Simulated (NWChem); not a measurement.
System: In cation, singlet

Parts of the log:

```
             Northwest Computational Chemistry Package (NWChem) 7.3.0
             --------------------------------------------------------

                             Geometry "geometry" -> ""
                             -------------------------

 Output coordinates in angstroms (scale by  1.889725989 to convert to a.u.)

  No.       Tag          Charge          X              Y              Z
 ---- ---------------- ---------- -------------- -------------- --------------
    1 In                  49.0000     0.00000000     0.00000000     0.00000000

 Effective nuclear repulsion energy (a.u.)       0.0000000000

                                 NWChem DFT Module
                                 -----------------

 Summary of "ao basis" -> "ao basis" (spherical)
 ------------------------------------------------------------------------------
       Tag                 Description            Shells   Functions and Types
 ---------------- ------------------------------  ------  ---------------------
 In                        def2-tzvpd               18       56   7s5p4d2f

            General Information
            -------------------
          SCF calculation type: DFT
          Wavefunction type:  closed shell.
          No. of atoms     :     1
          No. of electrons :    20
           Alpha electrons :    10
            Beta electrons :    10
          Charge           :     1
          Spin multiplicity:     1
          Use of symmetry is: off; symmetry adaption is: off
          Maximum number of iterations: 150
          AO basis - number of functions:    56
                     number of shells:    18
          Convergence on energy requested:  1.00D-06
          Convergence on density requested:  1.00D-05
          Convergence on gradient requested:  5.00D-04

              XC Information
              --------------
                         PBE0 Method XC Functional
                     Hartree-Fock (Exact) Exchange  0.250
          PerdewBurkeErnzerhof Exchange Functional  0.750
            Perdew 1991 LDA Correlation Functional  1.000 local
           PerdewBurkeErnz. Correlation Functional  1.000 non-local

             Grid Information
             ----------------
          Grid used for XC integration:  medium
          Radial quadrature: Mura-Knowles
          Angular quadrature: Lebedev.
          Tag              B.-S. Rad. Rad. Pts. Rad. Cut. Ang. Pts.
          ---              ---------- --------- --------- ---------
          In                  1.55      123          11.0       590
          Grid pruning is: on
          Number of quadrature shells:   123
          Spatial weights used:  Erf1

      Superposition of Atomic Density Guess
      -------------------------------------

 Sum of atomic energies:        -218.06018176

 Renormalizing density from      21.00 to     20

      Non-variational initial energy
      ------------------------------

 Total energy =    -186.713708
 1-e energy   =    -318.896933
 2-e energy   =     132.183224
 HOMO         =      -0.794817
 LUMO         =      -0.317044

   convergence    iter        energy       DeltaE   RMS-Dens  Diis-err
 ---------------- ----- ----------------- --------- --------- ---------
 d= 0,ls=0.0,diis     1   -189.7843097048 -1.90D+02  3.98D-02  1.64D+00
 d= 0,ls=0.0,diis     2   -189.8183787057 -3.41D-02  2.34D-02  1.35D+00
 d= 0,ls=0.0,diis     3   -189.9076748069 -8.93D-02  3.26D-04  5.98D-05
 d= 0,ls=0.0,diis     4   -189.9076779503 -3.14D-06  7.60D-05  5.44D-06
 d= 0,ls=0.0,diis     5   -189.9076783363 -3.86D-07  1.24D-06  1.95D-09

         Total DFT energy =     -189.907678336280
      One electron energy =     -329.206412399359
           Coulomb energy =      155.790744098909
    Exchange-Corr. energy =      -16.492010035830
 Nuclear repulsion energy =        0.000000000000

 Numeric. integr. density =       20.000000000023

                       DFT Final Molecular Orbital Analysis
                       ------------------------------------

 Vector    8  Occ=2.000000D+00  E=-1.043504D+00
              MO Center=  1.3D-15, -1.0D-15, -5.8D-16, r^2= 4.6D-01
   Bfn.  Coefficient  Atom+Function         Bfn.  Coefficient  Atom+Function
  ----- ------------  ---------------      ----- ------------  ---------------
    25      0.568747  1 In d  0              23      0.560483  1 In d -2
    27     -0.384760  1 In d  2              26     -0.124248  1 In d  1
    30      0.112914  1 In d  0              28      0.111274  1 In d -2
    32     -0.076387  1 In d  2              24     -0.063667  1 In d -1

 Vector    9  Occ=2.000000D+00  E=-1.043504D+00
              MO Center=  3.3D-16, -1.1D-16,  2.7D-16, r^2= 4.6D-01
   Bfn.  Coefficient  Atom+Function         Bfn.  Coefficient  Atom+Function
  ----- ------------  ---------------      ----- ------------  ---------------
    27      0.658860  1 In d  2              25      0.591089  1 In d  0
    23     -0.144728  1 In d -2              32      0.130805  1 In d  2
    30      0.117350  1 In d  0              28     -0.028733  1 In d -2
    24      0.026724  1 In d -1

 Vector   10  Occ=2.000000D+00  E=-5.798786D-01
              MO Center= -1.9D-14, -6.0D-15,  7.5D-14, r^2= 2.0D+00
   Bfn.  Coefficient  Atom+Function         Bfn.  Coefficient  Atom+Function
  ----- ------------  ---------------      ----- ------------  ---------------
     5      0.916249  1 In s                  2      0.805398  1 In s
     1     -0.593329  1 In s                  3     -0.494345  1 In s
     6      0.315828  1 In s                  4     -0.312052  1 In s

 Vector   11  Occ=0.000000D+00  E=-2.802583D-01
              MO Center=  1.3D-14, -1.4D-14,  1.6D-14, r^2= 3.5D+00
   Bfn.  Coefficient  Atom+Function         Bfn.  Coefficient  Atom+Function
  ----- ------------  ---------------      ----- ------------  ---------------
    19      0.514575  1 In pz                16      0.342986  1 In pz
    17     -0.321375  1 In px                13     -0.295848  1 In pz
    14     -0.214210  1 In px                11      0.184770  1 In px
    22      0.121232  1 In pz                20     -0.075715  1 In px
    10     -0.046071  1 In pz                18      0.042978  1 In py

 Vector   12  Occ=0.000000D+00  E=-2.802583D-01
              MO Center= -1.2D-14,  2.2D-15,  5.9D-14, r^2= 3.5D+00
   Bfn.  Coefficient  Atom+Function         Bfn.  Coefficient  Atom+Function
  ----- ------------  ---------------      ----- ------------  ---------------
    18      0.601246  1 In py                15      0.400756  1 In py
    12     -0.345678  1 In py                21      0.141651  1 In py
    19     -0.079179  1 In pz                 9     -0.053830  1 In py
    16     -0.052776  1 In pz                17     -0.046373  1 In px
    13      0.045523  1 In pz                14     -0.030910  1 In px

 Vector   13  Occ=0.000000D+00  E=-2.802583D-01
              MO Center= -3.5D-14,  5.5D-14,  5.4D-14, r^2= 3.5D+00
   Bfn.  Coefficient  Atom+Function         Bfn.  Coefficient  Atom+Function
  ----- ------------  ---------------      ----- ------------  ---------------
    17      0.514280  1 In px                14      0.342790  1 In px
    19      0.314420  1 In pz                11     -0.295679  1 In px
    16      0.209574  1 In pz                13     -0.180772  1 In pz
    20      0.121162  1 In px                18      0.081072  1 In py
    22      0.074076  1 In pz                15      0.054038  1 In py

 *** CALLING NEW AORESP DRIVER FOR CLOSED AND OPEN SHELLS ***
 Entering AOResponse driver routine

--------------------------------------------------------------------------------

          -----------------------------------------------
          Solving response equations for perturbing field
          -----------------------------------------------

 number of frequencies:     1
 frequency in a.u.:  0.0000000E+00
 Perturbing field: electric
 Using El. Dipole Length Gauge

 Setting up CPKS with frequency omega =      0.00000000 a.u.

 STATIC response

                                NWChem CPHF Module
                                ------------------

  scftype          =     RHF
  nclosed          =       10
  nopen            =        0
  variables        =      460
  # of vectors     =        3
  tolerance        = 0.10D-03
  level shift      = 0.00D+00
  max iterations   =       50
  max subspace     =       30

 SCF residual:    1.2592559440205365E-006

Iterative solution of linear equations
  No. of variables      460
  No. of equations        3
  Maximum subspace       30
        Iterations       50
       Convergence  1.0D-04

   iter   nsub   residual    time
   ----  ------  --------  ---------
     1      3    3.54D+00       2.5
     2      6    1.05D+00       3.4
     3      9    5.34D-02       4.2
     4     12    3.29D-03       5.0
     5     15    1.18D-04       5.8
     6     18    1.67D-06       6.7

 Electric Dipole Response Matrix (nonzero elements):

              1        2        3
    1   24.7332   0.0000   0.0000
    2    0.0000  24.7332  -0.0000
    3   -0.0000   0.0000  24.7332

 ------------------------------------------
 average:        24.73318 + I       0.00000

 DFT Linear Response polarizability / au
 Frequency  =       0.0000000 / au
              X              Y              Z
 -----------------------------------------------
 X      24.7331769      0.0000000      0.0000000
 Y       0.0000000     24.7331769     -0.0000000
 Z      -0.0000000      0.0000000     24.7331769
 -----------------------------------------------
 Eigenvalues =      24.7331769     24.7331769     24.7331769
 Isotropic   =      24.7331769
 Anisotropic =       0.0000000
 -----------------------------------------------

 Magnetic Dipole Response Matrix (nonzero elements):

 Exiting AOResponse driver routine
```

Level: PBE0/def2-TZVPD with def2 effective core potentials on In. Low-valent species are run as closed-shell singlets; no triplet was tried in these runs. def2 effective core potentials on In; no spin-orbit coupling.

Task: Write an input that gives this output.

Result: Several could match; the one computed here: the input that was run:
```
start job
memory heap 200 mb stack 900 mb global 1100 mb
charge 1
geometry units angstroms noautosym nocenter noautoz
  In     0.000000     0.000000     0.000000
end
basis spherical
  * library def2-tzvpd
end
ecp
  In library def2-ecp
end
dft
  xc pbe0
  iterations 150
end
property
  response 1 0.0
end
task dft property
```
